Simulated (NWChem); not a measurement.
Species: CHF$_{2}$NOSi; SMILES [SiH](OC#N)(F)F

All runs: NWChem. Pople sets run with spherical d functions. Structure relaxed at the PBE0/def2-SVP level. Level: PBE/6-31G* with SMD, gas-phase geometry; reactions with the solvents are ignored. One conformer.

```json
[
 {"SMD term (kcal/mol)": "distortion of the solute's density", "water": "1.23", "1-octanol": "0.97"},
 {"SMD term (kcal/mol)": "polarisation", "water": "-7.50", "1-octanol": "-6.58"},
 {"SMD term (kcal/mol)": "cavity, dispersion and structure", "water": "6.09", "1-octanol": "4.04"}
]
```

Task: Sum the solvation free energies, find the transfer free energy from water to 1-octanol and the partition coefficient at 298.15 K.

Result: 
1. ΔG(solv, water) = -0.18 kcal/mol and ΔG(solv, 1-octanol) = -1.57 kcal/mol (1 M gas to 1 M solution).
2. Transfer: -1.57 − (-0.18) = -1.39 kcal/mol.
3. log₁₀ K(1-octanol/water) = −ΔG/(RT ln 10) = 1.39/1.364 = 1.0, so the model puts more of the solute in 1-octanol.
4. Of the transfer energy, 0.66 kcal/mol is electrostatic and -2.05 comes from the non-electrostatic term. The two phases are taken as the pure solvents.
